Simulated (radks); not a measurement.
The numbers below are computed, except where a source is named.
Kinetic energies: the exact non-interacting value of the Kohn-Sham orbitals and orbital-free approximations, in hartree. Species: N3+ [He] 2s2; Te+ [Kr] 4d10 5s2 5p3; Sb [Kr] 4d10 5s2 5p3; Ga2+ [Ar] 3d10 4s1; Kr3+ [Ar] 3d10 4s2 4p3. Code: a radial shooting solver on a logarithmic mesh with Libxc functionals. Model: non-relativistic Kohn-Sham, PBE, spin-polarised, spherical densities, point nucleus. Every spin shell is full or empty, so the densities are truly spherical. Functionals are evaluated on that one density, not self-consistently.

| functional | N3+ | Te+ | Sb | Ga2+ | Kr3+ |
|---|---|---|---|---|---|
| exact | 51.0416 | 6611.02 | 6313.03 | 1922.35 | 2749.23 |
| Thomas-Fermi | 45.636 | 6265.1 | 5981.1 | 1802.0 | 2587.4 |
| von Weizsacker | 45.891 | 2712.4 | 2606.3 | 938.79 | 1276.7 |
| TF + vW | 91.527 | 8977.5 | 8587.4 | 2740.8 | 3864.2 |
| TF + vW/5 | 54.814 | 6807.6 | 6502.4 | 1989.7 | 2842.8 |
| LC94 | 50.748 | 6615.6 | 6317.7 | 1920.9 | 2750.2 |
| APBEK | 50.762 | 6618.9 | 6321.0 | 1922.6 | 2752.3 |
| revAPBEK | 51.160 | 6630.5 | 6332.1 | 1927.1 | 2758.2 |
| Pearson | 48.642 | 6551.1 | 6255.8 | 1898.3 | 2719.7 |
| LKT | 77.134 | 7860.6 | 7515.2 | 2366.3 | 3349.8 |
| PG1 | 73.435 | 7592.1 | 7257.2 | 2273.9 | 3223.8 |
| DePristo-Kress | 50.059 | 6604.5 | 6307.3 | 1919.2 | 2747.0 |
| Ernzerhof | 51.740 | 6584.4 | 6288.0 | 1913.6 | 2738.8 |
